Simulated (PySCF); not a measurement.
C₆H₅NO₂.
SMILES with atom numbers: `[N:1]#[C:2][C:3]1=[CH:4][O:5][CH:6]=[CH:7][C@@H:8]1[OH:9]`

Structure used (GFN2-xTB), in Å, numbered top down from 1:
```xyz
14
C6H5NO2 angstrom
N      3.0552   -0.2670   -1.4367
C      2.0563    0.0216   -0.9501
C      0.8054    0.2864   -0.3665
C      0.5126    1.4926    0.1427
O     -0.6618    1.8281    0.6936
C     -1.6229    0.8616    0.7272
C     -1.4742   -0.3714    0.2642
C     -0.1699   -0.8774   -0.2848
O      0.2981   -1.8840    0.5986
H      1.2084    2.3207    0.1283
H     -2.5381    1.2382    1.1573
H     -2.2775   -1.0838    0.3307
H     -0.3170   -1.3179   -1.2882
H      1.1247   -2.2483    0.2615
```

NICS is the negative of the GIAO shielding at a point without a nucleus: at the ring centre (0) and 1 Å above and below it (1); zz is the component along the ring normal. Level: GIAO PBE0/pcSseg-1 (PySCF, non-relativistic, gas phase) on the GFN2-xTB geometry, one conformer.

Ring bond lengths (Å), with Mayer bond orders in brackets: C3–C4 1.342 (1.69), C4–O5 1.340 (1.06), O5–C6 1.364 (0.98), C6–C7 1.325 (1.84), C7–C8 1.503 (1.03), C8–C3 1.521 (0.94).

**Question.** What do the NICS probes read (ppm)?

**Answer.** 
```csv
ring,type,NICS(0),"NICS(1), two faces","NICS(1)zz, two faces",rms pucker (Å),"centre to ring atoms, mean (Å)"
C3–C4–O5–C6–C7–C8,"6-membered ring with O; formal bonds 2 double, 4 single",-0.5,-3.1 / -1.5,-2.0 / 1.8,0.03,1.40
```

**Question.** What can be read from them?

**Answer.** 
- C3–C4–O5–C6–C7–C8: mean NICS(1)zz -0.1 ppm, near zero. C8 has four or more neighbours, so the value isn't read as a sign of a π ring current. The two faces differ by 3.8 ppm, so no symmetry operation interchanges them.

**Question.** What is the mean of the two in-plane components of NICS at the first NICS(1) probe listed for ring C3–C4–O5–C6–C7–C8, 1 Å off the ring?

**Answer.** The isotropic value is a third of the trace: (3 × -3.1 − (-2.0))/2 = -3.7 ppm.
